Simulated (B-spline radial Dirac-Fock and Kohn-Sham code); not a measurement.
**The L3 (2p3/2) hole of antimony ions: width and yield against charge**

Level of theory: independent-particle radiative and Coulomb Auger rates from relativistic LDA hole-state orbitals, with Dirac-Fock energies; a radial B-spline solver. Tabulated ground configurations, configuration averages; single configurations, so decays that open only by mixing (as 1s 2s² with 1s 2p² in Be-like ions) are missing and such tiny yields are far too low.

| ion | configuration | radiative (eV) | non-radiative (eV) | yield |
| --- | --- | --- | --- | --- |
| Sb | [Kr] 4d10 5s2 5p3 | 0.193 | 2.34 | 0.0762 |
| Sb⁺ | [Kr] 4d10 5s2 5p2 | 0.193 | 2.34 | 0.0763 |
| Sb²⁺ | [Kr] 4d10 5s2 5p1 | 0.193 | 2.34 | 0.0763 |
| Sb³⁺ | [Kr] 4d10 5s2 | 0.194 | 2.34 | 0.0764 |
| Sb⁴⁺ | [Kr] 4d10 5s1 | 0.194 | 2.34 | 0.0764 |
| Sb⁵⁺ | [Kr] 4d10 | 0.194 | 2.35 | 0.0764 |
| Sb⁶⁺ | [Kr] 4d9 | 0.193 | 2.34 | 0.0763 |
| Sb⁷⁺ | [Kr] 4d8 | 0.192 | 2.33 | 0.0762 |

Values without a named source are computed, but for edge energies of neutral atoms, which are taken from tables.
